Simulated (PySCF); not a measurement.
PySCF input file for Al(F)2(NH2) (AlF2H2N), SMILES [NH2][Al]([F])[F], TDDFT-ωB97X/def2-SVPD. Geometry: PBE0-D3(BJ)/def2-SVP. Other conformers were not sampled.

```python
import numpy as np
from pyscf import gto, scf, dft, tdscf

mol = gto.M(
    atom='''
    Al    0.00000000    0.00000000   -0.04082311
    F     0.00000000    1.42098202   -0.88847568
    F     0.00000000   -1.42098201   -0.88847572
    N     0.00000000   -0.00000002    1.70793922
    H     0.00000000   -0.83314765    2.28384427
    H     0.00000000    0.83314761    2.28384428
    ''',
    basis='def2-SVPD',
    charge=0,
    spin=0,
    symmetry=True,
    max_memory=1600,
    verbose=4,
)
mf = dft.RKS(mol, xc='wb97x').density_fit(auxbasis='def2-universal-jkfit')
mf.grids.level = 3
mf.conv_tol = 1e-9
mf.max_cycle = 100
mf.kernel()
mf.grids = dft.Grids(mol).set(level=1).build(with_non0tab=True)  # coarser grid for the response kernel
td = tdscf.TDDFT(mf)
td.singlet = True
td.nstates = 10
td.conv_tol = 1e-4
td.kernel(x0=td.get_init_guess(mf, 15))
td.analyze()
tt = tdscf.TDA(mf)
tt.singlet = False
tt.nstates = 4
tt.conv_tol = 1e-4
tt.kernel(x0=tt.get_init_guess(mf, 9))
tt.analyze(verbose=3)
```

It prints:

```
PySCF version 2.14.0

[INPUT] verbose = 4
[INPUT] num. atoms = 6
[INPUT] num. electrons = 40
[INPUT] charge = 0
[INPUT] spin (= nelec alpha-beta = 2S) = 0
[INPUT] symmetry True subgroup None
[INPUT] Mole.unit = angstrom
[INPUT] Symbol           X                Y                Z      unit          X                Y                Z       unit  Magmom
[INPUT]  1 Al     0.000000000000   0.000000000000  -0.040823110000 AA    0.000000000000   0.000000000000  -0.077144497453 Bohr   0.0
[INPUT]  2 F      0.000000000000   1.420982020000  -0.888475680000 AA    0.000000000000   2.685266845731  -1.678975703537 Bohr   0.0
[INPUT]  3 F      0.000000000000  -1.420982010000  -0.888475720000 AA    0.000000000000  -2.685266826834  -1.678975779126 Bohr   0.0
[INPUT]  4 N      0.000000000000  -0.000000020000   1.707939220000 AA    0.000000000000  -0.000000037795   3.227537363203 Bohr   0.0
[INPUT]  5 H      0.000000000000  -0.833147650000   2.283844270000 AA    0.000000000000  -1.574420879825   4.315840181457 Bohr   0.0
[INPUT]  6 H      0.000000000000   0.833147610000   2.283844280000 AA    0.000000000000   1.574420804236   4.315840200354 Bohr   0.0

nuclear repulsion = 158.588130475666
point group symmetry = C2v
symmetry origin: [ 0.00000000e+00 -4.25188365e-09  2.83458921e-09]
symmetry axis x: [1. 0. 0.]
symmetry axis y: [ 0.00000000e+00  1.00000000e+00 -1.48956166e-08]
symmetry axis z: [0.00000000e+00 1.48956166e-08 1.00000000e+00]
num. orbitals of irrep A1 = 44
num. orbitals of irrep A2 = 13
num. orbitals of irrep B1 = 18
num. orbitals of irrep B2 = 31
number of shells = 44
number of NR pGTOs = 158
number of NR cGTOs = 106
basis = def2-SVPD
ecp = {}


******** <class 'pyscf.df.df_jk.DFSymAdaptedRKS'> ********
method = DFSymAdaptedRKS
initial guess = minao
damping factor = 0
level_shift factor = 0
DIIS = <class 'pyscf.scf.diis.CDIIS'>
diis_start_cycle = 1
diis_space = 8
diis_damp = 0
SCF conv_tol = 1e-09
SCF conv_tol_grad = None
SCF max_cycles = 100
direct_scf = False
XC library pyscf.dft.libxc version 7.1.2
    S. Lehtola, C. Steigemann, M. J. T. Oliveira, and M. A. L. Marques,  SoftwareX 7, 1–5 (2018)
XC functionals = wb97x
    J.-D. Chai and M. Head-Gordon,  J. Chem. Phys. 128, 084106 (2008)
radial grids:
    Treutler-Ahlrichs [JCP 102, 346 (1995); DOI:10.1063/1.469408] (M4) radial grids

becke partition: Becke, JCP 88, 2547 (1988); DOI:10.1063/1.454033
pruning grids: <function nwchem_prune>
grids dens level: 3
symmetrized grids: True
atomic radii adjust function: <function treutler_atomic_radii_adjust>
small_rho_cutoff = 0
Freeze 0 electrons in irreps []
    40 free electrons in irreps A1 A2 B1 B2
Set gradient conv threshold to 3.16228e-05
Initial guess from minao.
tot grids = 81224
******** <class 'pyscf.df.df.DF'> ********
auxbasis = def2-universal-jkfit
Create RSH-DF object <pyscf.df.df.DF object> for omega=0.3
******** <class 'pyscf.df.df.DF'> ********
auxbasis = auxmol.basis = def2-universal-jkfit
init E= -497.839920232922
HOMO (B1) = -0.336643998089952  LUMO (A1) = -0.0790156050714805  gap/eV = 7.01043
cycle= 1 E= -497.836354451462  delta_E= 0.00357  |g|= 0.782  |ddm|= 2.75
HOMO (B1) = -0.35185253231553  LUMO (A1) = 0.0357377251285715  gap/eV = 10.54687
cycle= 2 E= -497.83318546381  delta_E= 0.00317  |g|= 0.882  |ddm|= 1.24
HOMO (B1) = -0.393471205787623  LUMO (A1) = 0.02782708689291  gap/eV = 11.46411
cycle= 3 E= -497.952495938894  delta_E= -0.119  |g|= 0.0458  |ddm|= 0.524
HOMO (B1) = -0.400046246004196  LUMO (A1) = 0.0294060830429843  gap/eV = 11.68599
cycle= 4 E= -497.953031255686  delta_E= -0.000535  |g|= 0.0274  |ddm|= 0.0931
HOMO (B1) = -0.39184329992631  LUMO (A1) = 0.0302523098409555  gap/eV = 11.48581
cycle= 5 E= -497.953228500509  delta_E= -0.000197  |g|= 0.00758  |ddm|= 0.0334
HOMO (B1) = -0.393370876616022  LUMO (A1) = 0.0298476517669304  gap/eV = 11.51636
cycle= 6 E= -497.953246175126  delta_E= -1.77e-05  |g|= 0.00112  |ddm|= 0.0111
HOMO (B1) = -0.393535374495083  LUMO (A1) = 0.0297603307099679  gap/eV = 11.51846
cycle= 7 E= -497.953247230888  delta_E= -1.06e-06  |g|= 0.00019  |ddm|= 0.00368
HOMO (B1) = -0.393555455466121  LUMO (A1) = 0.0297418856358562  gap/eV = 11.51851
cycle= 8 E= -497.953247267596  delta_E= -3.67e-08  |g|= 5.06e-05  |ddm|= 0.000958
HOMO (B1) = -0.393556594705303  LUMO (A1) = 0.0297423861399349  gap/eV = 11.51855
cycle= 9 E= -497.953247269328  delta_E= -1.73e-09  |g|= 1.07e-05  |ddm|= 0.00023
HOMO (B1) = -0.39355715805363  LUMO (A1) = 0.0297414383782821  gap/eV = 11.51854
cycle= 10 E= -497.953247269431  delta_E= -1.03e-10  |g|= 1.79e-06  |ddm|= 5.72e-05
HOMO (B1) = -0.393557303320505  LUMO (A1) = 0.0297414683328441  gap/eV = 11.51855
Extra cycle  E= -497.953247269431  delta_E= -1.14e-13  |g|= 9.55e-07  |ddm|= 4.75e-06
converged SCF energy = -497.953247269431
tot grids = 27016


******** <class 'pyscf.tdscf.rks.TDDFT'> for <class 'pyscf.df.df_jk.DFSymAdaptedRKS'> ********
nstates = 10 singlet
deg_eia_thresh = 1.000e-03
wfnsym = None
conv_tol = 0.0001
eigh lindep = 1e-12
eigh level_shift = 0
eigh max_cycle = 100


Excitation energies (eV)
[ 6.31594373  8.2753028   8.32782164  8.99417823  9.13024149  9.40331092
  9.61013625  9.72236526 10.1098612  10.17313676]

** Singlet excitation energies and oscillator strengths **
Excited State   1:   B1      6.31594 eV    196.30 nm  f=0.0794
      20 -> 21       -0.67303
      20 -> 25       -0.20032
Excited State   2:   A1      8.27530 eV    149.82 nm  f=0.0988
      20 -> 22       -0.68915
Excited State   3:   B1      8.32782 eV    148.88 nm  f=0.0032
      20 -> 23        0.65812
      20 -> 25       -0.18619
      20 -> 36       -0.10823
Excited State   4:  ???      8.99418 eV    137.85 nm  f=0.0000
      20 -> 24       -0.63872
      20 -> 26        0.13035
      20 -> 31       -0.23838
Excited State   5:  ???      9.13024 eV    135.80 nm  f=0.0000
      20 -> 24       -0.22623
      20 -> 26       -0.58903
      20 -> 31        0.29032
Excited State   6:   B2      9.40331 eV    131.85 nm  f=0.0184
      19 -> 21        0.63990
      19 -> 23        0.23395
Excited State   7:  ???      9.61014 eV    129.01 nm  f=0.0000
      16 -> 24        0.10181
      17 -> 21        0.63307
      17 -> 23        0.24725
Excited State   8:   A1      9.72237 eV    127.52 nm  f=0.2557
      15 -> 21       -0.11834
      15 -> 23       -0.10859
      18 -> 21       -0.63423
      18 -> 23       -0.16491
      18 -> 25       -0.10936
Excited State   9:  ???     10.10986 eV    122.64 nm  f=0.1323
      16 -> 21       -0.51020
      16 -> 23       -0.19134
      20 -> 21       -0.13205
      20 -> 25        0.36472
Excited State  10:  ???     10.17314 eV    121.87 nm  f=0.0325
      16 -> 21        0.38307
      16 -> 23        0.13215
      20 -> 21       -0.14319
      20 -> 23        0.18047
      20 -> 25        0.49589
      20 -> 27        0.10733

** Transition electric dipole moments (AU) **
state          X           Y           Z        Dip. S.      Osc.
  1         0.7162      0.0000      0.0000      0.5129      0.0794
  2         0.0000      0.0000     -0.6980      0.4872      0.0988
  3         0.1252      0.0000     -0.0000      0.0157      0.0032
  4        -0.0000      0.0000     -0.0000      0.0000      0.0000
  5         0.0000     -0.0000      0.0000      0.0000      0.0000
  6         0.0000     -0.2826     -0.0000      0.0799      0.0184
  7        -0.0000      0.0000     -0.0000      0.0000      0.0000
  8        -0.0000     -0.0000      1.0362      1.0736      0.2557
  9         0.7308      0.0000     -0.0000      0.5341      0.1323
 10        -0.3612      0.0000      0.0000      0.1304      0.0325

** Transition velocity dipole moments (imaginary part, AU) **
state          X           Y           Z        Dip. S.      Osc.
  1         0.1723     -0.0000      0.0000      0.0297      0.0853
  2        -0.0000      0.0000     -0.2102      0.0442      0.0968
  3         0.0423     -0.0000      0.0000      0.0018      0.0039
  4         0.0000      0.0000     -0.0000      0.0000      0.0000
  5        -0.0000     -0.0000     -0.0000      0.0000      0.0000
  6        -0.0000     -0.0972     -0.0000      0.0094      0.0182
  7         0.0000      0.0000      0.0000      0.0000      0.0000
  8         0.0000      0.0000      0.3758      0.1412      0.2635
  9         0.2692      0.0000     -0.0000      0.0725      0.1301
 10        -0.1236     -0.0000      0.0000      0.0153      0.0272

** Transition magnetic dipole moments (imaginary part, AU) **
state          X           Y           Z
  1        -0.0000     -0.7867     -0.0000
  2        -0.0000     -0.0000     -0.0000
  3        -0.0000      0.0659     -0.0000
  4         0.0000      0.0000     -0.4411
  5        -0.0000     -0.0000      0.2839
  6         0.7001     -0.0000     -0.0000
  7         0.0000      0.0000     -0.7235
  8        -0.0000      0.0000     -0.0000
  9         0.0000      0.3270     -0.0000
 10        -0.0000     -0.3748      0.0000


******** <class 'pyscf.tdscf.rks.TDA'> for <class 'pyscf.df.df_jk.DFSymAdaptedRKS'> ********
nstates = 4 triplet
deg_eia_thresh = 1.000e-03
wfnsym = None
conv_tol = 0.0001
eigh lindep = 1e-12
eigh level_shift = 0
eigh max_cycle = 100


Excitation energies (eV)
[6.02961838 7.31665259 8.18864848 8.93558819]

** Triplet excitation energies and oscillator strengths **
Excited State   1:   B1      6.02962 eV    205.63 nm  f=0.0000
Excited State   2:   A1      7.31665 eV    169.45 nm  f=0.0000
Excited State   3:   B1      8.18865 eV    151.41 nm  f=0.0000
Excited State   4:   A2      8.93559 eV    138.75 nm  f=0.0000
```

The calculation finished and met its thresholds.
